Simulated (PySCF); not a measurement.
Fill in the blanks.

Species: C6H11B.
Numbering: `[BH2:1][C@H:2]1[CH2:3][CH2:4][C:5]12[CH2:6][CH2:7]2` (hydrogens: H8, H9 on B1; H10 on C2; H11, H12 on C3; H13, H14 on C4; H15, H16 on C6; H17, H18 on C7)

Cartesian coordinates in Å at the PBE0-D3(BJ)/def2-SVP level; atoms count from 1:
```
atom  x, y, z in Å
B1    -0.0011    1.6010    1.0255
C2     0.4411    0.9875   -0.3161
C3     1.7270    0.1371   -0.3617
C4     0.9701   -1.0687    0.2355
C5    -0.3408   -0.3320   -0.0111
C6    -1.5135   -0.8591   -0.7701
C7    -1.6659   -0.5685    0.6898
H8     0.5439    1.2827    2.0599
H9    -0.9610    2.3369    1.0727
H10    0.1364    1.5040   -1.2362
H11    2.0611   -0.0540   -1.3919
H12    2.5816    0.5139    0.2188
H13    1.0823   -2.0306   -0.2875
H14    1.1738   -1.2234    1.3057
H15   -2.0038   -0.1879   -1.4811
H16   -1.4661   -1.9049   -1.0887
H17   -1.6921   -1.4095    1.3886
H18   -2.2934    0.2763    0.9822
```

```json
{"property": "point group", "level": "PBE0-D3(BJ)/def2-SVP", "value": "C1"}
{"property": "rotational constants A, B, C", "level": "PBE0-D3(BJ)/def2-SVP", "value": "?"}
{"property": "dipole moment", "level": "B3LYP/def2-SVPD", "value": "1.30 D"}
{"property": "HOMO energy", "level": "B3LYP/def2-SVPD", "value": "-7.30 eV"}
{"property": "LUMO energy", "level": "B3LYP/def2-SVPD", "value": "-0.73 eV"}
{"property": "lowest singlet excitation", "level": "TDDFT B3LYP/def2-SVPD", "value": "5.51 eV (225 nm, f = 0.041)"}
{"property": "static isotropic polarisability", "level": "B3LYP/def2-SVPD", "value": "?"}
{"property": "electronic spatial extent ⟨r²⟩ about the centre of nuclear charge", "level": "B3LYP/def2-SVPD", "value": "?"}
```

Electronic properties: PySCF, gas phase, density fitting.

**Question.** Give the electronic spatial extent ⟨r²⟩ about the centre of nuclear charge.

**Answer.** 704 bohr².

**Question.** What are the rotational constants A, B, C?

**Answer.** 4.097, 2.706, 2.126 GHz.

**Question.** The static isotropic polarisability?

**Answer.** 81.7 au.

The polarisability is 12.10 Å³ as a volume (1 au = 0.148185 Å³), or 1.57 au for each of the 52 electrons. The dipole matches unit charges of opposite sign 0.27 Å apart (1 e·Å = 4.8032 D). With B = h/(8π²I), that is 505.379 GHz u Å² over I, the principal moments of inertia are 123.4, 186.8 and 237.7 u Å² (most abundant isotopes). The largest Löwdin shares of the HOMO are 0.20 on C2, 0.16 on C5, 0.15 on C6 and 0.14 on B1.

For the geometry optimisation (PBE0-D3(BJ)/def2-SVP), the run took about 4 min of CPU time (one thread, shared machine).

One conformer stands for the species.
